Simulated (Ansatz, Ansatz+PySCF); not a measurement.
```yaml
atoms:
  - { symbol: Li, position_ang: [0.0000, 0.0000, -1.0341] }
  - { symbol: F, position_ang: [0.0000, 0.0000, 0.3447] }
```

Basis set: STO-3G (spherical functions). Left uncorrelated: 1 orbital. Charge 0, multiplicity 1.

Computed with Ansatz (development build ahead of 0.2.0); each method stands on the lowest determinant of its kind that the runs found. Restricted open shells among the atoms or ions are ROHF, correlated in semicanonical orbitals with singles.

**Question.** Give the atomization energy at this shape (free ground-state atoms in the same class of orbitals less the molecule, no zero-point energy) of singlet LiF by PBE0 (unrestricted), RHF-CCSD(T), RHF-MP2.

**Answer.**

| method | atomization energy |
| --- | --- |
| PBE0 (unrestricted) | 109.19 kcal/mol |
| RHF-CCSD(T) | 84.50 kcal/mol |
| RHF-MP2 | 77.97 kcal/mol |

Caution for RHF-CCSD(T), RHF-MP2: large share of triples, a single reference is doubtful.

This basis has no polarisation functions and is too small for such energies, which can lie far from measured ones in either direction.
